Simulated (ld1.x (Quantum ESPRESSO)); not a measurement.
## vanadium (V): one change to a TM potential, before and after

ld1.x (Quantum ESPRESSO) 7.5 input, shortened:

```
&input
   title='V', zed=23., rel=1, dft='PZ', iswitch=3,
   config='[Ar] 3d3 4s2 4p0'
 /
 &inputp
   pseudotype=2, tm=.true., lloc=-1, rcloc=1.60,
   nlcc=.false.
 /
3
4S  1  0   2.00   0.00  2.45  2.45  0.0
4P  2  1   0.00   0.00  2.60  2.60  0.0
3D  3  2   3.00   0.00  1.50  1.50  0.0
 &test
   configts(1)='3d3 4s2 4p0'
 /
```

Change: functional PBE.

Cutoffs: the cutoffs (Ry, on a coarse ladder) from which the occupation-weighted sum of valence levels, in a spherical-Bessel basis at the reference potential, stays within 10 and 1 mRy of its value at 400 Ry; they do not see the model core or the augmentation charge, which bear on the density cutoff. Errors are all-electron minus pseudo energies relative to the spin-unpolarised reference configuration.

Problem. What does the change do?

Solution. The potential gets neither clearly harder nor softer (90 Ry and 100 Ry → 90 Ry and 100 Ry); both files keep a bound ghost (s); the number of tests that count goes from 9 to 7; of the 7 tests that both files solve, the error grows in 3 and shrinks in 2 by more than 15 % and 0.3 meV (median size 88.3 → 113.4 meV).

| quantity | base | changed |
| --- | --- | --- |
| cutoff, loose | 90 Ry | 90 Ry |
| cutoff, tight | 100 Ry | 100 Ry |
| bound ghosts | s | s |
| error for 3d3 4s1 4p0, meV [ΔE 7.94 → 7.73 eV] | +6.4 | +8.4 |
| error for 3d3 4s0 4p0, meV [ΔE 22.49 → 22.03 eV] | +69 | +167 |
| error for 3d2 4s0 4p0, meV [ΔE 51.64 → 50.93 eV] | +174 | +309 |
| error for 3d4 4s1 4p0, meV [ΔE 0.54 → 0.59 eV] | -88 | -84 |
| error for 3d3 4s1.5 4p0, meV [ΔE 3.18 → 3.09 eV] | +0.8 | +0.4 |
| error for 3d2 4s2 4p1, meV [ΔE 5.91 → 5.78 eV] | -148 | -149 |
| error for 3d4 4s0 4p0, meV [ΔE 7.38 → 7.20 eV] | -148 | -113 |
| s: phases at 2.85 bohr within 0.05 rad from the reference energy up to (Ry; the scan ends near 5) | 2.8 | 2.8 |
| p: phases at 2.85 bohr within 0.05 rad from the reference energy up to (Ry; the scan ends near 5) | 0.2 | 0.2 |
| d: phases at 2.85 bohr within 0.05 rad from the reference energy up to (Ry; the scan ends near 5) | 1.2 | 1.3 |

Base: These tests converged, but a pseudo level misses the all-electron one widely, so the file describes the atom poorly there or has found another state: 3d2 4s0 4p0: empty 4s by 4.5 eV (a node warning on the way). Changed file: These tests converged, but a pseudo level misses the all-electron one widely, so the file describes the atom poorly there or has found another state: 3d2 4s0 4p0: empty 4s by 4.0 eV (a node warning on the way). A true bound ghost makes a file unfit for plane-wave use even where its test errors are small: the radial tests pick states by their node count and pass the ghost by.
